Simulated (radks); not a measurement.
The numbers below are computed, except where a source is named.
The table gives one normalised radial function P(r) = r R(r) of Cu- in [Ar] 3d10 4s2 (r in bohr). Level of theory: non-relativistic Kohn-Sham, PBE, spin-polarised, spherical densities, point nucleus; hard spherical wall at 3 bohr (a radial shooting solver on a logarithmic mesh with Libxc functionals).

r,P
0.001734,0.0008
0.002465,0.0015
0.003534,0.0031
0.005025,0.0062
0.007202,0.0123
0.01024,0.0239
0.01456,0.0453
0.02087,0.0850
0.02968,0.1513
0.0422,0.2553
0.06048,0.4023
0.086,0.5586
0.1233,0.6467
0.1753,0.5246
0.2492,0.0867
0.3572,-0.5967
0.5079,-1.1351
0.7222,-1.1877
1.035,-0.7988
1.472,-0.3618
2.11,-0.1011
3,0.0000

Which n and l does it have? It may be an empty orbital.

Answer. n = 3, l = 1: the number of nodes gives n - l - 1 = 1, the rise at small r (about r^(l+1)) gives l, and the extent must fit the shell. The curve is that of 3p. 3p: eigenvalue -45.855 eV, 1 radial node at r = 0.262 bohr, <r> = 0.763 bohr, 90 % of the charge inside 1.19 bohr.
